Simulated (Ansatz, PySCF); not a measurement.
Molecule: GaBr$_{2}$, net charge 0, doublet state. It need not be the lowest isomer of its formula. 
Coordinates optimised at B3LYP-D3(BJ)/def2-TZVP (Ansatz, a quantum-chemistry and plane-wave program):
SMILES: [Br][Ga][Br]
```xyz
3

Ga     0.6960     0.3351     0.2410
Br    -0.5928     1.3825    -1.4138
Br    -0.0237    -1.6794     1.2004
```
Charge 0, spin multiplicity 2.

Wanted: atomisation energy (electronic, to ground-state atoms), in kJ/mol. Correlated levels leave the core frozen unless marked. UHF or UKS for open shells. Spin-orbit coupling is left out. The frozen core is the preceding noble-gas configuration, with the filled d and f shells of earlier blocks. No relativistic terms. The coupled-cluster limit lacks core correlation, which all-electron functionals hold. Basis-set limits of correlation are two-point, X^-3; Hartree-Fock from the larger set. The bracket is a focal-point correction in the basis named.

```tsv
level	program	atomisation energy (kJ/mol)
HF/6-31G*	Ansatz	435.7
HF/cc-pVTZ	Ansatz	443.6
SVWN5/def2-TZVPD	Ansatz	718.0
BLYP-D4/def2-TZVPD	Ansatz + dftd4	584.8
TPSS/def2-TZVPD	PySCF	618.1
M06-L/def2-TZVPD	PySCF	585.3
PBE0/6-31G*	Ansatz	593.1
PBE0-D4/def2-TZVP	Ansatz + dftd4	615.8
TPSSh/def2-TZVPD	PySCF	613.8
r2SCAN0-D4/def2-TZVPD	Ansatz + dftd4	618.9
r2SCAN0/def2-TZVPD	Ansatz	616.5
HSE06-D4/def2-TZVPD	Ansatz + dftd4	617.6
CAM-B3LYP/def2-TZVPD	Ansatz	571.6
B2GP-PLYP-D3(BJ)/def2-TZVPD	Ansatz + dftd3	606.9
RPA@PBE/cc-pVTZ	Ansatz	493.9
RI-MP2/aug-cc-pVTZ	Ansatz	616.1
RI-MP2/CBS(cc-pVTZ,cc-pVQZ)	Ansatz	639.2
SCS-MP2/aug-cc-pVDZ	Ansatz	556.2
CCSD/aug-cc-pVDZ	Ansatz	534.7
CCSD(T)/6-31G*	Ansatz	541.7
RI-MP2/CBS(aug-cc-pVTZ,aug-cc-pVQZ)+[CCSD(T)-MP2]/aug-cc-pVTZ	Ansatz	605.0
```
